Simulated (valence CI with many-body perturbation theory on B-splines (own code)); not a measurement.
## Pd¹⁵⁺: fill in the table

Calculated by relativistic CI+MBPT: three valence electrons over a frozen Dirac-Fock core [Ar] 3d10, a basis of 11 s, 11 p, 10 d, 8 f, 5 g, 2 h functions for each j, with the one-electron correlation potential Σ1, the two-electron term Σ2, the three-electron term Σ3, Breit, model QED; selected CI, second order for the rest, scaled by the run's own slope (own B-spline code, finite nucleus).

No measured spectrum was set against this ion. As an estimate, levels hold to about 250 cm⁻¹ or 0.2 % of their energy and the worst to 1 %, as in measured heavy ions of charge 2 to 7; those with d or f electrons hold less well.

| Level | E (eV) |
| --- | --- |
| 4s2 4p 2P°_1/2 | 0.000 |
| 4s2 4p 2P°_3/2 | ? |
| 4s 4p2 4P_1/2 | 32.453 |
| 4s 4p2 4P_3/2 | ? |
| 4s 4p2 4P_5/2 | 38.463 |
| 4s 4p2 2D_3/2 | 44.016 |
| 4s 4p2 2D_5/2 | 46.210 |
| 4s 4p2 2P_1/2 | 48.396 |
| 4s 4p2 2S_1/2 | ? |
| 4s 4p2 2P_3/2 | 55.814 |
| 4s2 4d 2D_3/2 | 69.945 |
| 4s2 4d 2D_5/2 | 71.020 |
| 4p3 4S°_3/2 [a] | ? |
| 4p3 4S°_3/2 [b] | ? |
| 4p3 2D°_5/2 | 85.078 |
| 4p3 2P°_1/2 | 90.469 |
| 4p3 2P°_3/2 | ? |
| 4s 4p 4d 4F°_3/2 | 95.628 |
| 4s 4p 4d 4F°_5/2 | 96.890 |
| 4s 4p 4d 4F°_7/2 | 99.005 |

Names give the largest LS component (configuration and term), which can be under half, so a name can repeat, a term be missing and a line seem to break the LS rules; names also repeat where a configuration has a term twice. Letters in brackets count levels of one name in rising energy.

Q: The levels stand in rising order. What does the calculation give for the missing energies?

A: 4s2 4p 2P°_3/2 6.520; 4s 4p2 4P_3/2 35.995; 4s 4p2 2S_1/2 54.859; 4p3 4S°_3/2 [a] 80.593; 4p3 4S°_3/2 [b] 84.584; 4p3 2P°_3/2 94.250.
